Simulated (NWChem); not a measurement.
System: GaSiH$_{3}$OF$_{2}$; SMILES [F][Ga]([F])[O][SiH3]

Input file for NWChem:

```
start job
memory heap 200 mb stack 900 mb global 1100 mb
geometry units angstroms noautoz
  Ga    -0.008478     0.762133     0.000006
  F     -1.026750     2.183847    -0.001644
  F      1.731094     0.992797     0.011663
  O     -0.736235    -0.852439    -0.011203
  Si    -0.083809    -2.410843     0.002644
  H      0.792564    -2.635321    -1.199654
  H     -1.240592    -3.364722    -0.029600
  H      0.727561    -2.639423     1.248995
end
basis spherical
  Ga library 6-31g*
  F library 6-31g*
  O library 6-31g*
  Si library 6-31g*
  H library 6-31g*
end
dft
  xc m06-2x
  grid fine
  iterations 150
  mulliken
end
task dft gradient
```

Output (shortened):

```
             Northwest Computational Chemistry Package (NWChem) 7.3.0
             --------------------------------------------------------

 C1  symmetry detected

                             Geometry "geometry" -> ""
                             -------------------------

 Output coordinates in angstroms (scale by  1.889725989 to convert to a.u.)

  No.       Tag          Charge          X              Y              Z
 ---- ---------------- ---------- -------------- -------------- --------------
    1 Ga                  31.0000    -0.01469117     0.72137414    -0.00086112
    2 F                    9.0000    -1.06377911     2.12049706     0.00370687
    3 F                    9.0000     1.71946358     0.98999890    -0.00013447
    4 O                    8.0000    -0.70704704    -0.90871796    -0.00732163
    5 Si                  14.0000    -0.02064707    -2.45248957     0.00261603
    6 H                    1.0000     0.85287394    -2.65806730    -1.20512538
    7 H                    1.0000    -1.15648796    -3.43142679    -0.02226640
    8 H                    1.0000     0.80331539    -2.66297018     1.24388341

 Effective nuclear repulsion energy (a.u.)     459.6935275504

                                 NWChem DFT Module
                                 -----------------

 Summary of "ao basis" -> "ao basis" (spherical)
 ------------------------------------------------------------------------------
       Tag                 Description            Shells   Functions and Types
 ---------------- ------------------------------  ------  ---------------------
 Ga                          6-31g*                 12       32   5s4p3d
 F                           6-31g*                  6       14   3s2p1d
 O                           6-31g*                  6       14   3s2p1d
 Si                          6-31g*                  8       18   4s3p1d
 H                           6-31g*                  2        2   2s

            General Information
            -------------------
          SCF calculation type: DFT
          Wavefunction type:  closed shell.
          No. of atoms     :     8
          No. of electrons :    74
           Alpha electrons :    37
            Beta electrons :    37
          Charge           :     0
          Spin multiplicity:     1
          Use of symmetry is: off; symmetry adaption is: off
          Maximum number of iterations: 150
          AO basis - number of functions:    98
                     number of shells:    44
          Convergence on energy requested:  1.00D-06
          Convergence on density requested:  1.00D-05
          Convergence on gradient requested:  5.00D-04

              XC Information
              --------------
                       M06-2X Method XC Functional
                     Hartree-Fock (Exact) Exchange  0.540
                        M06-2X Exchange Functional  1.000
                      M06-2X Correlation Potential  1.000

             Grid Information
             ----------------
          Grid used for XC integration:  fine
          Radial quadrature: Mura-Knowles
          Angular quadrature: Lebedev.
          Tag              B.-S. Rad. Rad. Pts. Rad. Cut. Ang. Pts.
          ---              ---------- --------- --------- ---------
          Ga                  1.30      140          12.0       974
          F                   0.50       70          13.0       590
          O                   0.60       70           8.0       590
          Si                  1.10      123          12.0       770
          H                   0.35       60          13.0       590
          Grid pruning is: on
          Number of quadrature shells:   653
          Spatial weights used:  Erf1

      Superposition of Atomic Density Guess
      -------------------------------------

 Sum of atomic energies:       -2486.75641973

      Non-variational initial energy
      ------------------------------

 Total energy =   -2487.284585
 1-e energy   =   -4384.614181
 2-e energy   =    1437.636068
 HOMO         =      -0.394646
 LUMO         =      -0.106681

     ---------------------------------------------
      Total Density - Mulliken Population Analysis
     ---------------------------------------------

    Atom       Charge   Shell Charges
 -----------   ------   -------------------------------------------------------
    1 Ga  31    29.02   2.00  2.00  6.00  2.00  5.99  0.53  0.36 -0.00  0.06  6.87  2.97  0.23
    2 F    9     9.71   2.00  0.95  3.48  1.03  2.25  0.01
    3 F    9     9.72   2.00  0.95  3.48  1.03  2.25  0.01
    4 O    8     9.09   2.00  0.93  3.14  0.92  2.09  0.01
    5 Si  14    13.24   2.00  2.00  5.97  0.93  1.48  0.29  0.40  0.16
    6 H    1     1.08   0.47  0.61
    7 H    1     1.07   0.47  0.60
    8 H    1     1.08   0.47  0.61

[...]

                         DFT ENERGY GRADIENTS

    atom               coordinates                        gradient
                 x          y          z           x          y          z
   1 Ga     -0.027762   1.363199  -0.001627   -0.002469  -0.004989   0.000017
   2 F      -2.010251   4.007158   0.007005   -0.006450   0.008020   0.000030
   3 F       3.249315   1.870827  -0.000254    0.010414   0.001519  -0.000015
   4 O      -1.336125  -1.717228  -0.013836   -0.008225   0.009944  -0.000145
   5 Si     -0.039017  -4.634533   0.004944    0.004039  -0.006001   0.000067
   6 H       1.611698  -5.023019  -2.277357    0.004835  -0.001661  -0.006795
   7 H      -2.185445  -6.484456  -0.042077   -0.006692  -0.005155  -0.000144
   8 H       1.518046  -5.032284   2.350599    0.004549  -0.001678   0.006986
```

Level: M06-2X/6-31G* (spherical d). Geometry: optimised at PBE-D3(BJ)/def2-SVP.
